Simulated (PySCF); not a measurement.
# Removal energies of In(39+) from EOM-IP-GCCSD

Reference: closed-shell In(39+), [Ne]; one electron is removed. Calculated with PySCF 2.14, two-component X2C-1e with screened spin-orbit coupling, an even-tempered Gaussian basis (17 s from 4.3 bohr⁻², ratio 2.6; 13 p from 5.6 bohr⁻², ratio 2.6; 6 d from 5.8 bohr⁻², ratio 2.8; 3 f from 140 bohr⁻², ratio 2.8); frozen 1s2; the 52 highest virtual spinors dropped; of the others 44 kept and the rest restored at second order. No Breit or QED terms. Binding energies in eV.

| level | Koopmans | second order | EOM-CCSD |
| --- | --- | --- | --- |
| 2s1/2 | 6614.8 | 6611.7 | 6611.7 |
| 2p1/2 | 6347.5 | 6345.3 | 6345.4 |
| 2p3/2 | 6125.8 | 6124.0 | 6124.0 |

For comparison, the ionisation energy of In(39+) is 6126 ± 3 eV (semi-empirical (NIST evaluation); NIST Atomic Spectra Database, ionization energies).
